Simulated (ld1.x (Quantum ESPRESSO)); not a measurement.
# Transferability test, TM potential for thulium (Tm)

Tm (Z = 69), norm-conserving Troullier–Martins (Kleinman–Bylander form), made with ld1.x (Quantum ESPRESSO) 7.5 (PBEsol, scalar-relativistic). Core [Kr] 4d10, reference 4f13 5s2 5p6 5d0 6s1 6p1. Waves: 5p (bound): rc 2.40 bohr; 5d (bound, empty): rc 3.05 bohr; 4f (bound): rc 0.80 bohr; 5s (bound): rc 1.15 bohr. Local part: the s channel. Core correction: none.

Occupied shells without a wave of their own: 6p, 6s. They enter only through the test configuration that unscreens the potential.

Energies are relative to the spin-unpolarised reference configuration 4f13 5s2 5p6 5d0 6s1 6p1; without spin polarisation the order of configurations can differ from experiment.

Task: Give the all-electron excitation energy and the error of the potential for: 4f13 5s2 5p6 5d0 6s2 6p0; 4f13 5s2 5p6 5d0 6s1 6p0; 4f13 5s2 5p6 5d0 6s0 6p0; 4f11 5s2 5p6 5d0 6s0 6p0; 4f13 5s2 5p6 5d0 6s0 6p1; 4f12 5s2 5p6 5d1 6s2 6p0; 4f13 5s2 5p6 5d0 6s0 6p2.

Result:

```json
{"valence configuration": "4f13 5s2 5p6 5d0 6s2 6p0", "charge": "0", "ΔE all-electron (eV)": "-2.878", "error AE − PS (meV)": "+16"}
{"valence configuration": "4f13 5s2 5p6 5d0 6s1 6p0", "charge": "+1", "ΔE all-electron (eV)": "3.592", "error AE − PS (meV)": "-33"}
{"valence configuration": "4f13 5s2 5p6 5d0 6s0 6p0", "charge": "+2", "ΔE all-electron (eV)": "15.574", "error AE − PS (meV)": "-116"}
{"valence configuration": "4f11 5s2 5p6 5d0 6s0 6p0", "charge": "+4", "ΔE all-electron (eV)": "88.151", "error AE − PS (meV)": "-697"}
{"valence configuration": "4f13 5s2 5p6 5d0 6s0 6p1", "charge": "+1", "ΔE all-electron (eV)": "7.284", "error AE − PS (meV)": "-49"}
{"valence configuration": "4f12 5s2 5p6 5d1 6s2 6p0", "charge": "0", "ΔE all-electron (eV)": "2.074", "error AE − PS (meV)": "-139"}
{"valence configuration": "4f13 5s2 5p6 5d0 6s0 6p2", "charge": "0", "ΔE all-electron (eV)": "3.045", "error AE − PS (meV)": "-16"}
```

Levels in the configuration 4f11 5s2 5p6 5d0 6s0 6p0:

```
level  all-electron (eV)  pseudo (eV)
   4f            -56.764      -57.524
   5s           -101.490     -101.210
   5p            -72.608      -72.733
```

ld1.x printed “convergence not achieved” for 6 of the counted tests; their residual had stalled under 1e-8, short of the target of 1e-14. The 6p, 6s levels have no wave, so the channel is fitted at the deeper level alone: the likely source of the large errors.

A Bessel basis up to 400 Ry misses an occupied level by 0.03 Ry, so cutoffs and ghosts were not judged.
